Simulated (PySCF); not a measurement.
Excitations are Tamm–Dancoff values on a coarser integration grid. The basis has no diffuse functions, so Rydberg states are missing or too high.

Z-matrix (Å, degrees):
```
Ga
H 1 1.5582
Br 1 2.2924 2 122.02
Br 1 2.2924 2 122.02 3 -180.00
```
Charge 0, spin multiplicity 1.

What LUMO, dipole moment, HOMO, T1 excitation (TDA), S1 excitation (TDA), total energy, S1–T1 gap (TDA) and HOMO–LUMO gap does PBE-D3(BJ)/def2-TZVP (PySCF) give?


```yaml
LUMO: -2.66 eV
dipole_moment: 1.37 D
HOMO: -7.23 eV
T1 excitation (TDA): 4.50 eV
S1 excitation (TDA): 4.61 eV
total_energy: -7072.8117 Ha
S1–T1 gap (TDA): 0.11 eV
HOMO–LUMO gap: 4.57 eV
```
